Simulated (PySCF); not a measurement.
ScF3, SMILES [Sc]([F])([F])[F].

Geometry optimised at B3LYP-D3(BJ)/def2-SVP. The isomer is the one that the SMILES or the coordinates give; other isomers of the formula were not compared.

The numbers are results of TDA-PBE/def2-SVPD in PySCF, not measurements.

Vertical excitations; the highest root listed may be one member of a degenerate set. Gas-phase values at a fixed geometry. State labels are in the subgroup C2v.

Q: Give excitation energies, oscillator strengths and character. (An estimate is asked for; the answer gives what the named calculation found.)

A: 
| state | symmetry | energy (eV) | λ (nm) | f | main pairs |
|---|---|---|---|---|---|
| S1 | B1 | 5.77 | 215 | 0.000 | HOMO→LUMO 100 % |
| S2 | B1 | 5.88 | 211 | 0.007 | HOMO−1→LUMO (degenerate set) |
| S3 | A1 | 5.88 | 211 | 0.007 | HOMO−2→LUMO (degenerate set) |
| S4 | B2 | 6.12 | 203 | 0.036 | HOMO−3→LUMO 100 % |
| S5 | B2 | 6.38 | 194 | 0.000 | HOMO−4→LUMO (degenerate set) |
| S6 | A2 | 6.38 | 194 | 0.000 | HOMO−5→LUMO (degenerate set) |
| S7 | B2 | 6.82 | 182 | 0.000 | HOMO→LUMO+2 (degenerate set) |
| S8 | A2 | 6.82 | 182 | 0.000 | HOMO→LUMO+1 (degenerate set) |
| S9 | A1 | 6.86 | 181 | 0.000 | HOMO−6→LUMO (degenerate set) |
| S10 | B1 | 6.86 | 181 | 0.001 | HOMO−8→LUMO (degenerate set) |
| T1 | B1 | 5.76 | 215 | 0 | HOMO→LUMO 100 % |
| T2 | B1 | 5.81 | 213 | 0 | HOMO−1→LUMO (degenerate set) |
| T3 | A1 | 5.81 | 213 | 0 | HOMO−2→LUMO (degenerate set) |
| T4 | B2 | 6.01 | 206 | 0 | HOMO−3→LUMO 100 % |
Triplets are in the Tamm–Dancoff approximation.
